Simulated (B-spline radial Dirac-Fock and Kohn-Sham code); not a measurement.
## I³⁺: non-radiative channels of the K vacancy

System: the I³⁺ ion, configuration [Kr] 4d10 5s2 5p2, inside a Watson sphere of charge -3 and radius 2 Å (a model of the Madelung potential; inside it an electron's potential energy is raised by 21.6 eV).

Model: one-electron (LDA, Dirac) transition rates at Dirac-Fock energies. Program: a B-spline atomic structure program. Kinetic energies are configuration averages from the vacuum level; the two-hole energies are estimated from single-hole states. The rates lack the Breit term, which in heavy atoms raises K-L1L1 and K-L1L2.

```
transition  kinetic energy (eV)  width (meV)  share (%)
    K-L1L1              22614.6         78.0        6.4
    K-L1L2              22964.5         99.6        8.2
    K-L1L3              23263.7          135       11.1
    K-L2L2              23264.4         14.9        1.2
    K-L2L3              23576.1          328       27.0
    K-L3L3              23873.1          160       13.2
    K-L1M1              26819.2         27.6        2.3
    K-L1M2              26955.2         19.0        1.6
    K-L1M3              27014.1         25.8        2.1
    K-L2M1              27157.3         14.6        1.2
    K-L2M3              27353.6         52.9        4.3
    K-L3M1              27452.6         19.7        1.6
    K-L3M2              27590.0         51.1        4.2
    K-L3M3              27650.9         52.6        4.3
    K-L2N3              28133.2         10.3        0.8
    K-L3N3              28428.5         10.3        0.8
```

The listed channels hold 90 % of the non-radiative rate. Summed by principal shells, of 1.22 eV in all: KLL 67.0 %, KLM 24.6 %, KLN 4.9 %, KMM 2.1 %, KMN 0.9 %, KLO 0.4 %.

Values without a named source are computed, but for edge energies of neutral atoms, which are taken from tables.
